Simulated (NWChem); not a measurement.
System: AlP$_{2}$H$_{5}$; SMILES [AlH]([PH2])[PH2]

The following NWChem deck was run.

```
start job
memory heap 200 mb stack 900 mb global 1100 mb
geometry units angstroms
  Al    -0.578090    -0.330829    -0.337859
  H     -1.768490    -1.030629    -1.043859
  P     -0.138190     1.870871    -0.964059
  H      1.220010     1.551971    -1.119959
  H      0.062010     2.202471     0.382841
  P      0.569110    -1.604829     1.242441
  H      1.019510    -0.430029     1.857541
  H      1.699810    -1.613229     0.412941
end
basis spherical
  * library def2-svp
end
dft
  xc pbe0
  iterations 150
end
driver
  maxiter 120
end
task dft optimize
task dft freq
```

NWChem printed, in part:

```
             Northwest Computational Chemistry Package (NWChem) 7.3.0
             --------------------------------------------------------

 C1  symmetry detected

                             Geometry "geometry" -> ""
                             -------------------------

 Output coordinates in angstroms (scale by  1.889725989 to convert to a.u.)

  No.       Tag          Charge          X              Y              Z
 ---- ---------------- ---------- -------------- -------------- --------------
    1 Al                  13.0000    -0.77186895    -0.00120163    -0.01037495
    2 H                    1.0000    -2.32268609     0.00799816    -0.00090003
    3 P                   15.0000     0.26183775    -2.09035739    -0.01032750
    4 H                    1.0000     1.09838480    -1.67305037     1.03693232
    5 H                    1.0000     1.17522120    -1.62634110    -0.96667355
    6 P                   15.0000     0.26551434     2.08684062    -0.03055881
    7 H                    1.0000     1.41457077     1.50682099    -0.58247345
    8 H                    1.0000     0.75852429     1.85294491     1.26128378

 Effective nuclear repulsion energy (a.u.)     168.6572604763

                                Z-matrix (autoz)
                                --------

 Units are Angstrom for bonds and degrees for angles

      Type          Name      I     J     K     L     M      Value
      ----------- --------  ----- ----- ----- ----- ----- ----------
    1 Stretch                  1     2                       1.55087
    2 Stretch                  1     3                       2.33091
    3 Stretch                  1     6                       2.33163
    4 Stretch                  3     4                       1.40382
    5 Stretch                  3     5                       1.40149
    6 Stretch                  6     7                       1.40049
    7 Stretch                  6     8                       1.40236
    8 Bend                     1     3     4                89.87699
    9 Bend                     1     3     5                89.55666
   10 Bend                     1     6     7                89.86044
   11 Bend                     1     6     8                89.94711
   12 Bend                     2     1     3               116.66538
   13 Bend                     2     1     6               116.08106
   14 Bend                     3     1     6               127.25319
   15 Bend                     4     3     5                91.27615
   16 Bend                     7     6     8                90.31584
   17 Torsion                  2     1     3     4        -131.36185
   18 Torsion                  2     1     3     5         137.36100
   19 Torsion                  2     1     6     7        -156.93556
   20 Torsion                  2     1     6     8         112.74847
   21 Torsion                  3     1     6     7          22.83565
   22 Torsion                  3     1     6     8         -67.48033
   23 Torsion                  4     3     1     6          48.86810
   24 Torsion                  5     3     1     6         -42.40904

                           NWChem Geometry Optimization
                           ----------------------------

 maximum gradient threshold         (gmax) =   0.000450
 rms gradient threshold             (grms) =   0.000300
 maximum cartesian step threshold   (xmax) =   0.001800
 rms cartesian step threshold       (xrms) =   0.001200
 fixed trust radius                (trust) =   0.300000
 source of zmatrix                         =   autoz

          -------------------
          Energy Minimization
          -------------------

 Using diagonal initial Hessian
 Scaling for Hessian diagonals: bonds = 1.00  angles = 0.25  torsions = 0.10

          --------
          Step   0

                                 NWChem DFT Module
                                 -----------------

[...]

      ----------------------
      Optimization converged
      ----------------------

  Step       Energy      Delta E   Gmax     Grms     Xrms     Xmax
  ---- ---------------- -------- -------- -------- -------- --------
@   20    -927.47827399 -5.8D-08  0.00004  0.00001  0.00049  0.00167
                                     ok       ok       ok       ok

                                Z-matrix (autoz)
                                --------

 Units are Angstrom for bonds and degrees for angles

      Type          Name      I     J     K     L     M      Value     Gradient
      ----------- --------  ----- ----- ----- ----- ----- ---------- ----------
    1 Stretch                  1     2                       1.59134   -0.00003
    2 Stretch                  1     3                       2.33200    0.00001
    3 Stretch                  1     6                       2.33215    0.00004
    4 Stretch                  3     4                       1.42903   -0.00000
    5 Stretch                  3     5                       1.42827   -0.00001
    6 Stretch                  6     7                       1.42831    0.00000
    7 Stretch                  6     8                       1.42904   -0.00000
    8 Bend                     1     3     4                94.03338    0.00001
    9 Bend                     1     3     5                95.44987    0.00001
   10 Bend                     1     6     7                95.43984    0.00001
   11 Bend                     1     6     8                94.03410    0.00001
   12 Bend                     2     1     3               119.16805   -0.00001
   13 Bend                     2     1     6               119.18054   -0.00000
   14 Bend                     3     1     6               120.68206    0.00001
   15 Bend                     4     3     5                95.08683   -0.00000
   16 Bend                     7     6     8                95.08957    0.00000
   17 Torsion                  2     1     3     4         -47.84676   -0.00000
   18 Torsion                  2     1     3     5        -143.35659    0.00000
   19 Torsion                  2     1     6     7         143.29943    0.00000
   20 Torsion                  2     1     6     8          47.78757   -0.00000
   21 Torsion                  3     1     6     7         -48.05755   -0.00000
   22 Torsion                  3     1     6     8        -143.56940   -0.00000
   23 Torsion                  4     3     1     6         143.50882   -0.00000
   24 Torsion                  5     3     1     6          47.99899    0.00000

                         Geometry "geometry" -> "geometry"
                         ---------------------------------

 Output coordinates in angstroms (scale by  1.889725989 to convert to a.u.)

[...]

 Rotational Constants
 --------------------
 A=   0.441785 cm-1  (  0.635617 K)
 B=   0.060637 cm-1  (  0.087241 K)
 C=   0.054513 cm-1  (  0.078431 K)

 Temperature                      =   298.15K
 frequency scaling parameter      =   1.0000

 Zero-Point correction to Energy  =   25.931 kcal/mol  (  0.041324 au)
 Thermal correction to Energy     =   30.227 kcal/mol  (  0.048169 au)
 Thermal correction to Enthalpy   =   30.819 kcal/mol  (  0.049113 au)

 Total Entropy                    =   81.148 cal/mol-K
   - Translational                =   39.515 cal/mol-K (mol. weight =  93.9682)
   - Rotational                   =   26.493 cal/mol-K (symmetry #  =        1)
   - Vibrational                  =   15.140 cal/mol-K

 Cv (constant volume heat capacity) =   22.277 cal/mol-K
   - Translational                  =    2.979 cal/mol-K
   - Rotational                     =    2.979 cal/mol-K
   - Vibrational                    =   16.319 cal/mol-K

[normal modes left out]

 ----------------------------------------------------------------------------
 Normal Eigenvalue ||           Projected Infra Red Intensities
  Mode   [cm**-1]  || [atomic units] [(debye/angs)**2] [(KM/mol)] [arbitrary]
 ------ ---------- || -------------- ----------------- ---------- -----------
    1       -0.000 ||    0.000283           0.007         0.276       0.089
    2        0.000 ||    0.002198           0.051         2.143       0.691
    3        0.000 ||    0.000266           0.006         0.260       0.084
    4        0.000 ||    0.000000           0.000         0.000       0.000
    5        0.000 ||    0.000626           0.014         0.611       0.197
    6        0.000 ||    0.000317           0.007         0.309       0.100
    7       99.855 ||    0.008421           0.194         8.209       2.648
    8      118.250 ||    0.003744           0.086         3.650       1.177
    9      141.859 ||    0.003065           0.071         2.988       0.964
   10      357.641 ||    0.023554           0.543        22.961       7.407
   11      366.700 ||    0.045256           1.044        44.118      14.231
   12      451.206 ||    0.001024           0.024         0.998       0.322
   13      460.034 ||    0.000011           0.000         0.011       0.003
   14      488.013 ||    0.106867           2.466       104.179      33.605
   15      572.682 ||    0.015779           0.364        15.382       4.962
   16      650.734 ||    0.000514           0.012         0.501       0.162
   17      702.071 ||    0.181222           4.181       176.665      56.986
   18     1077.565 ||    0.021149           0.488        20.617       6.650
   19     1088.385 ||    0.022153           0.511        21.596       6.966
   20     1923.948 ||    0.195635           4.513       190.714      61.518
   21     2402.254 ||    0.013135           0.303        12.804       4.130
   22     2403.376 ||    0.038256           0.883        37.294      12.030
   23     2420.632 ||    0.016553           0.382        16.137       5.205
   24     2422.436 ||    0.063196           1.458        61.607      19.872
 ----------------------------------------------------------------------------
```

Level: PBE0/def2-SVP.
